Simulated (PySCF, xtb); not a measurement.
SeF2, SMILES F[Se]F.

Harmonic wavenumbers (cm⁻¹) from xtb with GFN2-xTB at its own minimum, in rising order: 204, 486, 526.

Question: What does ωB97X-D3(BJ)/def2-TZVP run with PySCF give at its own minimum? (Estimate from the structure and the level; the computed values follow.)

Answer: 272, 697, 730. Paired by order, the mean absolute difference is 161 cm⁻¹ and the zero-point energies are 1.7 and 2.4 kcal/mol.
